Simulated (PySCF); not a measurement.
Broadened absorption spectrum of C3H7FOSi

Compound: C3H7FOSi.
Z-matrix (Å and degrees, PBE0-D3(BJ)/def2-SVP geometry), rows numbered from 1:
```
C 
C   1  1.4797
F   2  1.3421  1  114.58
C   2  1.3364  1  127.54  3  -179.58
O   4  1.3582  2  121.78  1     1.62
Si  5  1.6761  4  124.49  2  -154.88
H   1  1.0968  2  109.98  3   179.33
H   1  1.1021  2  110.56  3    58.87
H   1  1.1023  2  110.70  3   -60.00
H   4  1.0969  2  119.77  1   179.54
H   6  1.4938  5  111.06  4    70.28
H   6  1.4948  5  109.58  4   -50.03
H   6  1.4853  5  105.69  4  -169.67
```

Computed, not measured: TDDFT CAM-B3LYP/def2-SVPD, vertical, gas phase, core orbitals frozen in the response in PySCF 2.14.0, density-fitted response routines.

Computed states:

```
state  E (eV)       f
   S1    5.75  0.0008
   S2    6.54   0.325
   S3    6.55   0.045
   S4    7.04   0.023
   S5    7.16   0.053
   S6    7.46   0.024
   S7    7.68  0.0053
   S8    7.91   0.061
   S9    8.01   0.020
  S10    8.27   0.035
```

Broadening: Gaussians 0.4 eV wide at half height, area fixed by f = 4.319×10⁻⁹ ∫ε dν̃. The width is an assumption, not a result. The curve ends short of the highest state used, and states not computed would add to its high-energy end.

(1) What does the envelope look like, and where are its maxima?

(2) Coming from long wavelengths, where does ε first pass 100 L mol⁻¹ cm⁻¹?

(3) On this curve, what absorbance would a 10⁻⁵ mol/L sample give at 222 nm over a 1 cm path?

## Answers

(1) 
```
E (eV)  ε (L mol⁻¹ cm⁻¹)
  5.15                 0
  5.20                 0
  5.24                 1
  5.29                 1
  5.33                 3
  5.38                 5
  5.42                 8
  5.47                14
  5.52                22
  5.56                29
  5.61                39
  5.65                46
  5.70                52
  5.74                55
  5.79                55
  5.84                53
  5.88                54
  5.93                72
  5.97               116
  6.02               252
  6.07               566
  6.11              1043
  6.16              2089
  6.20              3429
  6.25              5900
  6.29              8560
  6.34             12607
  6.39             17030
  6.43             20354
  6.48             23533
  6.52             24837
  6.57             24593
  6.62             22366
  6.66             19528
  6.71             15365
  6.75             12081
  6.80              8605
  6.84              6567
  6.89              5013
  6.94              4402
  6.98              4387
  7.03              4671
  7.07              4947
  7.12              5164
  7.16              5161
  7.21              4924
  7.26              4493
  7.30              4079
  7.35              3562
  7.39              3194
  7.44              2823
  7.49              2562
  7.53              2443
  7.58              2429
  7.62              2549
  7.67              2889
```

Maxima: 215 nm (5.76 eV), ε about 55, made up of S1 (99%) (hardly more than a shoulder); 190 nm (6.54 eV), ε about 25000, made up of S2 (88%) and S3 (12%); 174 nm (7.14 eV), ε about 5200, made up of S4 (25%) and S5 (69%) (ε in L mol⁻¹ cm⁻¹; maxima over ε = 5, shares over 10%). At its high-energy end, 7.67 eV, the curve is still rising (ε about 2900, from S6, S7 and S8).

(2) At about 208 nm (5.96 eV), 0.21 eV above S1.

(3) 222 nm is 5.585 eV, where ε is about 34 L mol⁻¹ cm⁻¹, so A = ε c l ≈ 0.00034 (Beer–Lambert, with the gas-phase spectrum and the assumed width).

All these states lie below the vertical ionisation energy of 8.70 eV (ΔSCF).

One conformer stands for the species.
